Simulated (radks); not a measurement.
Question: Excited configurations of Zr: one electron is placed in a higher orbital outside [Kr] 4d2 5s1. The ground configuration is [Kr] 4d2 5s2. Method: non-relativistic Kohn-Sham, r2SCAN, spin-polarised, spherical densities, point nucleus; open shells are filled with parallel spins first (spin-orbit coupling, left out, can overturn this in heavy ions); meta-GGA in the generalised Kohn-Sham scheme; relativity is left out, which matters for an element this heavy; computed with a radial shooting solver on a logarithmic mesh with Libxc functionals. Excitation = E - E(ground); binding = E(ion) - E, where the ion is the core of charge +1; n* = 1/sqrt(2 binding) in atomic units, and the quantum defect is n - n*.

outer orbital  excitation (eV)  binding (eV)     n*  quantum defect  eigenvalue (eV)  <r> (bohr)
5d                       4.433         1.531  2.981           2.019           -0.705       10.56
5f                       5.355         0.609  4.725           0.275           -0.348       29.81
6s                       3.684         2.280  2.443           3.557           -1.413       9.419
6p                       4.249         1.715  2.816           3.184           -1.035       11.84
7f                       5.639         0.325  6.466           0.534           -0.211       63.42

Estimate the row for 7p.

Answer: excitation (eV) 4.998; binding (eV) 0.966; n* 3.753; quantum defect 3.247; eigenvalue (eV) -0.607; <r> (bohr) 21.77. The Delta-SCF ionisation energy is 5.964 eV (NIST Atomic Spectra Database: 6.634 eV, measured). Self-interaction in the functional shifts the binding energies and quantum defects, so they are the method's values and not measured ones. Relativity is left out here, which matters for elements this heavy. Open shells are spherical and high-spin; term and fine-structure splittings are not resolved.
